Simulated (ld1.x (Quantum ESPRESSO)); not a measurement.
# potassium (K), TM: configuration errors across variants

K (Z = 19), norm-conserving Troullier–Martins (Kleinman–Bylander form), made with ld1.x (Quantum ESPRESSO) 7.5 (PBE, scalar-relativistic). Core [Ar], reference 3d0 4s0 4p1. Waves: 4s (bound, empty): rc 2.75 bohr; 4p (bound): rc 3.75 bohr; 3d (bound, empty): rc 4.20 bohr. Local part: the d channel. Core correction: none.

All-electron excitation energies from the reference (eV): (1) 3d0 4s1 4p0 -1.553; (2) 3d0 4s0.5 4p0 0.089; (3) 3d1 4s0 4p0 0.904; (4) 3d0.5 4s0.5 4p0 -0.335.

Tests that are not counted but printed errors over 1 eV. “core correction a·sin(br)/r model core inside 1.40 bohr”: 3d0 4s1 4p0 (pseudo-atom not self-consistent, printed error -1.4 eV). “core correction a·sin(br)/r model core inside 2.66 bohr”: 3d0 4s1 4p0 (pseudo-atom not self-consistent, printed error +1.6 eV).

A true bound ghost makes a file unfit for plane-wave use even where its test errors are small: the radial tests pick states by their node count and pass the ghost by. Where a test does run into it, the solver fails or the error is huge.

Errors AE − PS in meV (a dash: test not solved or not reliable):

| change | (1) | (2) | (3) | (4) | bound ghosts |
| --- | --- | --- | --- | --- | --- |
| base | +115 | +24 | +205 | +97 | s |
| core correction a·sin(br)/r model core inside 1.14 bohr | – | -2.3 | +0.1 | -4.6 | s |
| core correction a·sin(br)/r model core inside 1.40 bohr | – | -2.3 | +0.1 | -4.6 | s |
| core correction a·sin(br)/r model core inside 2.08 bohr | – | -2.2 | +0.3 | -4.3 | s |
| core correction a·sin(br)/r model core inside 2.44 bohr | – | -1.9 | +1.1 | -3.4 | s |
| core correction a·sin(br)/r model core inside 2.66 bohr | – | -0.9 | +2.2 | -1.9 | s |
| core correction a·sin(br)/r model core inside 2.96 bohr | – | +2.0 | +4.8 | +2.1 | s |
| core correction a·sin(br)/r model core inside 3.22 bohr | +17 | +5.3 | +9.7 | +7.0 | s |

(1) Give the same row for: core correction a·sin(br)/r model core inside 1.68 bohr.

Results:

(1) -2393, -2.3, +0.1, -4.5; bound ghosts: s.
